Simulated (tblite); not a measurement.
Species: C₆H₉NSi (charge +1 and doublet state).
Structure used (GFN2-xTB), in Å, numbered top down from 1:
```
atom  x, y, z in Å
C1    -3.4260   -0.1817    0.3607
C2    -2.3666   -0.2811   -0.4515
C3    -1.0164   -0.1403    0.0262
N4    -0.7024    0.0858    1.2719
C5     0.6760    0.1360    1.4891
C6     1.2355    0.0290    0.0961
Si7    3.0968    0.2696   -0.2784
C8     0.1976   -0.1676   -0.7563
H9    -3.2988    0.0264    1.4121
H10   -4.4327   -0.3015   -0.0013
H11   -2.4826   -0.4698   -1.5098
H12    0.9969   -0.6982    2.1224
H13    0.9618    1.0569    2.0059
H14    3.7577   -0.7366    0.5509
H15    3.0573    0.0476   -1.7321
H16    3.4940    1.6320    0.0647
H17    0.2448   -0.2946   -1.8207
```

Calculated harmonic vibrations of the isolated species, GFN2-xTB (tblite), most abundant isotopes, no scaling. Against measured fundamentals such values can be off by several per cent, at times by over 20. Modes of hydrogen on silicon can be 10 to 20 % off. One conformer, not necessarily the lowest. Open shells enter through the occupations alone, without spin polarisation, and single modes of such species can be off by tens of per cent.

Harmonic wavenumbers (cm⁻¹): 36.5, 63.3, 125.7, 140.5, 196.9, 217.3, 330.0, 356.6, 411.3, 454.1, 465.8, 492.3, 606.7, 630.2, 652.2, 696.5, 741.5, 780.2, 790.6, 875.9, 880.9, 902.2, 948.0, 978.5, 1012.8, 1025.4, 1111.5, 1143.1, 1186.2, 1236.7, 1288.4, 1333.9, 1365.8, 1480.9, 1524.6, 1591.1, 2177.3, 2286.7, 2305.1, 2919.3, 2958.4, 3076.7, 3092.5, 3140.9, 3162.6.

A = 6113, B = 840.7, C = 750.0 MHz; mass 123.050 u (most abundant isotopes); point group C1, symmetry number 1; spin multiplicity 2.

Zero-point energy?

½Σν̃ = 26597 cm⁻¹ = 318.17 kJ/mol.

Give the ideal-gas entropy at 273.15 K and 1 bar in the rigid-rotor, harmonic-oscillator model (classical rotation).

Translation 167.06, rotation 119.46, vibration 109.04, spin (R ln 2) 5.76: S = 401.3 J/(mol K).

And Cp and H(273.15 K) − H(0)?

Cp = 150.21 J/(mol K), of which vibrations give 116.95 (their classical limit is 45 R = 374.2); H(273.15 K) − H(0) = 24.80 kJ/mol without the zero-point energy, 15.71 from vibrations.

What must be added to the electronic energy to get the Gibbs energy at 273.15 K and 1 bar?

ZPE + [H(273.15 K) − H(0)] − T·S = 318.17 + 24.80 − 109.62 = 233.35 kJ/mol.

Blend soft modes into free rotors: weight 1/[1 + (100 cm⁻¹/ν̃)⁴] for the oscillator and the rest for a rotor with moment μB/(μ + B), μ = h/(8π²ν), B = 10⁻⁴⁴ kg m². What vibrational entropy results?

99.01 J/(mol K) in place of 109.04, which changes −T·S at 273.15 K by +2.74 kJ/mol.

Hindered rotation and anharmonicity are outside this model. Other conformers, if any are populated, would add a mixing term that is left out.
